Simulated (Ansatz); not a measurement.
The cluster GaO₃. Total charge 0; doublet. Geometry r2SCAN-D4/def2-TZVP, basis def2-TZVP, Ansatz.

```xyz
4

Ga    0.015   -1.268   -0.819
O     1.104    0.260    0.101
O    -0.019    0.716    0.707
O    -1.100    0.292    0.010
```

```tsv
run	HOMO (eV)	LUMO (eV)
A	-6.38	-4.84
B	-8.36	-2.80
C	-7.31	-3.93
D	-5.92	-4.90
```

The structure holds 2 bonds between oxygen atoms, so isomers without such links may lie far lower. Another isomer (doublet) lies 0.30 eV lower at PBE0-D4/def2-TZVP; other spin states weren't run for this one.

HOMO and LUMO are taken over both spins.

**Question.** The runs used BHLYP, PBE, PBE0, r2SCAN. Estimate which is which.

**Answer.** A r2SCAN (0 % exact exchange); B BHLYP (50 % exact exchange); C PBE0 (25 % exact exchange); D PBE (0 % exact exchange). Exact exchange lowers occupied and raises empty levels; among semilocal functionals meta-GGAs tend to open the gap a little, and such runs are hard to tell apart. The gap grows from 1.02 eV (PBE) to 5.55 eV (BHLYP).
